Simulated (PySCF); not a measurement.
C₄H₇ClSi, SMILES `C(=C/[SiH3])/C=C\Cl` (C–C–C–C torsion 180°), neutral singlet in the gas phase. 

Z-matrix (Å, degrees):
```
C
C 1 1.3353
H 1 1.0843 2 119.68
H 2 1.0855 1 116.51 3 -0.07
C 1 1.4498 3 115.81 2 -179.96
C 5 1.3264 1 126.41 3 0.09
H 6 1.0789 5 122.65 1 179.88
H 5 1.0845 6 115.62 7 -0.13
Cl 6 1.7253 7 112.85 5 179.87
Si 2 1.8643 4 116.84 1 179.93
H 10 1.4778 2 108.79 4 3.31
H 10 1.4806 11 108.84 2 -121.52
H 10 1.4808 11 108.76 12 -117.00
```
Charge 0, spin multiplicity 1.

All levels are single points at this geometry (CAM-B3LYP-D3(BJ)/def2-TZVP); Pople sets use spherical d functions. Orbital energies aren't observables, and empty levels follow the basis.

| level | HOMO (eV) | LUMO (eV) | gap (eV) | dipole (D) | vertical IE, Delta-SCF (eV) |
|---|---|---|---|---|---|
| CAM-B3LYP-D3(BJ)/def2-TZVP in PySCF | -8.17 | -0.53 | 7.64 | 0.54 | 8.85 |
| TPSSh-D3(BJ)/def2-TZVP in PySCF | -6.37 | -2.00 | 4.37 | 0.47 | 8.62 |
| B3LYP/3-21G in PySCF | -6.59 | -1.38 | 5.21 | 0.89 | – |
| B3LYP/6-31G* in PySCF | -6.51 | -1.42 | 5.09 | 0.59 | 8.57 |
| B3LYP/LANL2DZ in PySCF | -6.65 | -1.53 | 5.12 | 1.04 | – |
| SVWN5/6-31G* in PySCF | -5.85 | -2.31 | 3.54 | 0.53 | 8.63 |
